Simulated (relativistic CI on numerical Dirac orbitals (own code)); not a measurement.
**Nd4+ (4f2) in a crystal field**

Calculated by Dirac-Coulomb-Breit CI, orbitals from a KLI potential per configuration, model QED, valence Slater integrals scaled by 0.85, one configuration in a parametric crystal field (own radial code).

Field parameters in Wybourne normalisation; cubic f-shell fields have B⁴₄ = √(5/14) B⁴₀ and B⁶₄ = −√(7/2) B⁶₀. The field is a parameter set, without covalency.

S is read from ⟨S²⟩ = S(S + 1).

Levels (cm⁻¹, degeneracy): 0 (1), 518 (3), 1002 (2), 1171 (3), 3302 (3), 3520 (3), 3524 (2), 3924 (3), 5953 (3), 5983 (2), 6584 (3), 6597 (1).

Q: Which field gives this pattern?
A. Oh, B40 = 1890, B60 = 760 cm⁻¹
B. Oh, B40 = 3160, B60 = 240 cm⁻¹
C. Oh, B40 = 3360, B60 = 1060 cm⁻¹

A: C. Oh, B40 = 3360, B60 = 1060 cm⁻¹, ground level with S = 0.98.
